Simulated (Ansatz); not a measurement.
`[AlH2][NH][SiH2]Br` + H₂Se → `[SeH][SiH2]Br` + `[NH2][AlH2]` at 700 K and 1 bar (ligand exchange at the Si–N bond).

Program: Ansatz. Geometries: PBE0-D4/def2-TZVP. ΔE: electronic, gas phase. CCSD(T)/CBS adds triple-zeta CCSD(T) − MP2 to the extrapolated MP2 energy (def2 sets, frozen cores). This one scheme is used for every species. For Br, Se outer-core shells are correlated without core-valence functions, which leaves a few kJ/mol of doubt a bond. Scalar relativity is left out up to krypton. One conformer a species, not always the lowest.

```tsv
species	CCSD(T)/CBS energy (Eh)	H − E (kJ/mol)	S (J/(mol·K))
`[AlH2][NH][SiH2]Br`	-3162.22405	203.3	472.3
H₂Se	-2401.89790	61.1	251.1
`[SeH][SiH2]Br`	-5264.97418	124.2	409.1
`[NH2][AlH2]`	-299.14566	147.5	319.0
```

H − E and S are ideal-gas, rigid-rotor, harmonic terms from PBE0-D4/def2-TZVP, for one conformer and one mirror image of each species. 1 Eh = 2625.50 kJ/mol, R = 8.31446 J/(mol·K).

By hand: ΔE, ΔH, ΔS and ΔG.

ΔE = (-5264.97418) + (-299.14566) − (-3162.22405) − (-2401.89790) = 0.00211 Eh = 5.5 kJ/mol. Δ(H − E) = 124.2 + 147.5 − 203.3 − 61.1 = 7.3, so ΔH = 12.8 kJ/mol. ΔS = 409.1 + 319.0 − 472.3 − 251.1 = 4.7 J/(mol·K). ΔG = 12.8 − 700 × (4.7)/1000 = 9.5 kJ/mol.

By hand: the equilibrium constant, and the temperature at which ΔG would vanish if ΔH and ΔS stayed fixed.

log₁₀ K = −ΔG/(RT ln 10) = -0.7. ΔG = 0 at ΔH/ΔS = 2723 K, far beyond where these terms or the molecules hold.

The number of gas molecules stays the same, so ΔS is small and ΔH decides. A doubt of 5 kJ/mol in ΔE shifts log₁₀ K by 0.4 here. Other conformers and mirror images would add mixing entropy, several J/(mol·K) or more a flexible species. Modes under 60 cm⁻¹, often nearly free rotors, make the harmonic entropy too high. These are equilibria of isolated gas molecules and say nothing of rates. Largest T1 diagnostic: 0.011 (customary marks: 0.02 for closed shells, 0.045 for open ones).
